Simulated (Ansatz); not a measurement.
One change: `C[O][Ga]([SH])[O][SiH3]` becomes `C[O][Ga]([Br])[O][SiH3]`.

Ansatz, PBE0-D4/def2-TZVP geometries, multiplicity 1. Each molecule was computed in one conformer, which needn't be the lowest.

Scalar relativity is left out up to krypton.

| property | `C[O][Ga]([SH])[O][SiH3]` |
| --- | --- |
| size of the dipole moment (PBE/def2-TZVPP) / D | 1.16 |
| HOMO energy (PBE/def2-TZVPP) / eV | -6.50 |
| HOMO energy (ωB97M-V/def2-TZVPP) / eV | -10.10 |
| HOMO–LUMO gap (ωB97M-V/def2-TZVPP) / eV | 10.87 |
| LUMO energy (B3LYP/def2-TZVPP) / eV | -1.32 |
| LUMO energy (PBE0/def2-TZVPP) / eV | -1.02 |

(1) What does the change do to each property? (Estimate.)

Results:

(1) Computed: 
| property | `C[O][Ga]([Br])[O][SiH3]` | shift |
| --- | --- | --- |
| size of the dipole moment (PBE/def2-TZVPP) / D | 1.21 | 0.05 |
| HOMO energy (PBE/def2-TZVPP) / eV | -6.79 | -0.29 |
| HOMO energy (ωB97M-V/def2-TZVPP) / eV | -10.68 | -0.58 |
| HOMO–LUMO gap (ωB97M-V/def2-TZVPP) / eV | 11.11 | 0.24 |
| LUMO energy (B3LYP/def2-TZVPP) / eV | -1.74 | -0.42 |
| LUMO energy (PBE0/def2-TZVPP) / eV | -1.43 | -0.41 |

Dipoles are sizes alone; their direction can turn.

B3LYP here is the variant with VWN-RPA as its local correlation; programs differ in this.

Spin–orbit coupling is left out; it splits and shifts lone-pair levels of the heavy atoms by tenths of an eV.
